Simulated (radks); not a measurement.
The numbers below are computed, except where a source is named.
Effect of the nuclear size on neutral iodine, [Kr] 4d10 5s2 5p5. Level of theory: Dirac Kohn-Sham, LDA (Slater exchange, Perdew-Wang correlation), spin-unpolarised, spherical densities, finite nucleus; open shells fill j = l - 1/2 first; Fermi nuclear charge, rms radius 4.75 fm (a radial shooting solver on a logarithmic mesh with Libxc functionals). The rms radius is varied about that value; shifts are against it.

rms radius (fm) = 4.1372: total energy shift (eV) -1.42; density at nucleus (e/bohr^3) 2.54e+05; 1s1/2 shift (meV) -596; 2s1/2 shift (meV) -69.9; 4p1/2 shift (meV) 0.210; 5s1/2 shift (meV) -0.365; 5p1/2 shift (meV) 0.035; 5p3/2 shift (meV) 0.038; 6s1/2 (empty) shift (meV) -0.028
rms radius (fm) = 4.5077: total energy shift (eV) -0.583; density at nucleus (e/bohr^3) 2.502e+05; 1s1/2 shift (meV) -244; 2s1/2 shift (meV) -28.6; 4p1/2 shift (meV) 0.086; 5s1/2 shift (meV) -0.149; 5p1/2 shift (meV) 0.014; 5p3/2 shift (meV) 0.015; 6s1/2 (empty) shift (meV) -0.011
rms radius (fm) = 4.75: total energy shift (eV) 0; density at nucleus (e/bohr^3) 2.48e+05; 1s1/2 shift (meV) 0.000; 2s1/2 shift (meV) 0.000; 4p1/2 shift (meV) 0.000; 5s1/2 shift (meV) 0.000; 5p1/2 shift (meV) 0.000; 5p3/2 shift (meV) 0.000; 6s1/2 (empty) shift (meV) 0.000
rms radius (fm) = 5.1822: total energy shift (eV) 1.10; density at nucleus (e/bohr^3) 2.443e+05; 1s1/2 shift (meV) 461; 2s1/2 shift (meV) 54.1; 4p1/2 shift (meV) -0.163; 5s1/2 shift (meV) 0.282; 5p1/2 shift (meV) -0.027; 5p3/2 shift (meV) -0.029; 6s1/2 (empty) shift (meV) 0.022
rms radius (fm) = 5.871: total energy shift (eV) 3.02; density at nucleus (e/bohr^3) 2.391e+05; 1s1/2 shift (meV) 1260; 2s1/2 shift (meV) 148; 4p1/2 shift (meV) -0.446; 5s1/2 shift (meV) 0.774; 5p1/2 shift (meV) -0.074; 5p3/2 shift (meV) -0.080; 6s1/2 (empty) shift (meV) 0.059

Slopes of the eigenvalues against <r^2> in GHz/fm^2, as finite differences over the two radii next to the reference (eigenvalue slopes, not the field-shift constants of lines): 1s1/2 26100, 2s1/2 3060, 4p1/2 -9.20, 5s1/2 16.0, 5p1/2 -1.52, 5p3/2 -1.65, 6s1/2 (empty) 1.22.
